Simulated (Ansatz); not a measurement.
Species: BaCl2, net charge -1, doublet state. 
Geometry from a B3LYP-D3(BJ)/def2-TZVP (Ansatz, a program for electronic structure) optimisation:
```xyz
3

Ba    -0.0106     0.5028     0.1214
Cl     1.8017    -0.3856    -1.8768
Cl    -1.7668    -1.2705     1.4770
```
Charge -1, spin multiplicity 2.

Basis-set convergence of Hartree-Fock and CCSD(T) correlation energies (hartree) with Ansatz. Valence correlation only, unless marked. Open shells are spin-unrestricted. Spin-orbit coupling is left out. Frozen are the shells of the preceding noble gas and the d and f shells that filled before the atom's block. The outer core of K, Ca and their heavier congeners is not correlated, a term that matters for these elements. Past Kr the def2 sets carry scalar-relativistic core potentials. This anion needs diffuse functions, which these sets lack.

```json
[
 {"basis": "def2-SVP", "functions": "66", "E(HF)": "-944.02506", "E(corr, CCSD(T))": "-0.30581"},
 {"basis": "def2-TZVPP", "functions": "124", "E(HF)": "-944.36435", "E(corr, CCSD(T))": "-0.45281"},
 {"basis": "def2-QZVPP", "functions": "200", "E(HF)": "…", "E(corr, CCSD(T))": "…"}
]
```

### Question
Complete the blanks.

### Answer

- def2-QZVPP, E(HF): -944.39458
- def2-QZVPP, E(corr, CCSD(T)): -0.50214
